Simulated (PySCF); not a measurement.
# Ionisation energy of Pd²⁸⁺ by level of theory

Pd²⁸⁺ [Ar] (1S) → Pd²⁹⁺ [Ne] 3s2 3p5 (2P), as a difference of total energies. All numbers are calculated (PySCF 2.14, scalar relativity by spin-free X2C-1e, in an even-tempered Gaussian basis (18 s from 3.9 bohr⁻², ratio 2.5; 12 p from 5 bohr⁻², ratio 2.5; 5 d from 24 bohr⁻², ratio 2.7; 4 f from 36 bohr⁻², ratio 2.7)). Correlated levels: outer shells: 1s2 frozen; virtual orbitals above 40 to 60 times the deepest correlated orbital energy dropped. The calculations carry no spin-orbit coupling.

```
                method  ionisation energy (eV)
                   UHF                  1656.4
                   LDA                  1657.7
                   PBE                  1657.7
                  PBE0                  1657.9
                r2SCAN                  1658.5
               r2SCANh                  1658.4
             BHandHLYP                  1657.8
    MP2 (outer shells)                  1657.3
SCS-MP2 (outer shells)                  1657.2
```

A first-order spin-orbit estimate (lowest level to lowest level, LS coupling) adds -11.570 eV.

Breit and QED terms and the two-electron picture change are absent.

For comparison: 1644 ± 5 eV (semi-empirical (NIST evaluation); NIST Atomic Spectra Database, ionization energies).
